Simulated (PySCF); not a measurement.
## `CC[Si@@H](N)[AsH]C`, C$_{3}$H$_{12}$AsNSi

Geometry:
| atom | x (Å) | y (Å) | z (Å) |
| --- | --- | --- | --- |
| C1 | -2.167 | -1.033 | 0.860 |
| C2 | -1.717 | -0.609 | -0.530 |
| Si3 | -0.079 | 0.365 | -0.469 |
| N4 | -0.511 | 1.948 | 0.085 |
| As5 | 1.356 | -0.451 | 1.173 |
| C6 | 3.038 | 0.180 | 0.350 |
| H7 | -1.409 | -1.669 | 1.324 |
| H8 | -3.102 | -1.590 | 0.823 |
| H9 | -2.311 | -0.159 | 1.493 |
| H10 | -2.493 | -0.001 | -0.994 |
| H11 | -1.598 | -1.494 | -1.156 |
| H12 | 0.473 | 0.362 | -1.854 |
| H13 | -1.236 | 2.456 | -0.395 |
| H14 | 0.229 | 2.581 | 0.346 |
| H15 | 1.416 | -1.816 | 0.535 |
| H16 | 3.898 | -0.286 | 0.831 |
| H17 | 3.078 | -0.035 | -0.716 |
| H18 | 3.126 | 1.258 | 0.488 |

Level of theory: PySCF, TDDFT CAM-B3LYP/def2-SVPD circular dichroism and optical rotation, one conformer, gas phase. Geometry: GFN2-xTB.

The molecule is flexible and this is one conformer; a measurement averages over conformers. The calculation is non-relativistic, which matters for the atoms heavier than Zn.

Task: Assign R or S to each stereocentre.

Result: Si3 S.

Task: Which excitations and rotatory strengths does the calculation give?

Result: Rotatory strengths R in 10⁻⁴⁰ esu² cm², velocity form and length form (origin at the centre of mass); f in length form.
| state | E (eV) | λ (nm) | f | R (velocity) | R (length) | main |
| --- | --- | --- | --- | --- | --- | --- |
| 1 | 5.72 | 217 | 0.019 | +6.3 | +5.4 | HOMO→LUMO 0.84 |
| 2 | 6.29 | 197 | 0.024 | -91.1 | -89.7 | HOMO−1→LUMO 0.50, HOMO−1→LUMO+1 0.17 |
| 3 | 6.56 | 189 | 0.029 | +16.0 | +17.6 | HOMO→LUMO+1 0.46, HOMO→LUMO+2 0.16 |
| 4 | 6.68 | 186 | 0.292 | +83.2 | +82.6 | HOMO→LUMO+2 0.65, HOMO→LUMO+1 0.11 |
| 5 | 6.90 | 180 | 0.004 | -11.1 | -11.1 | HOMO→LUMO+3 0.30, HOMO−1→LUMO+1 0.30 |
| 6 | 6.94 | 179 | 0.010 | -10.3 | -11.2 | HOMO→LUMO+3 0.42, HOMO−1→LUMO+1 0.35 |
| 7 | 7.43 | 167 | 0.037 | -44.8 | -43.8 | HOMO→LUMO+4 0.40, HOMO−2→LUMO 0.22 |
| 8 | 7.47 | 166 | 0.013 | -34.7 | -33.9 | HOMO−1→LUMO+2 0.43, HOMO−2→LUMO 0.20 |

Among the states computed, the strongest CD band (largest |R|) is state 2. The largest dissymmetry factor in size, g = 4R/(D+G), with D and G the electric and magnetic dipole strengths, is -0.035 for state 2 (velocity form, f = 0.025), among bands with |R| over 0.5. The mirror image has the same energies and oscillator strengths and all R with the opposite sign.
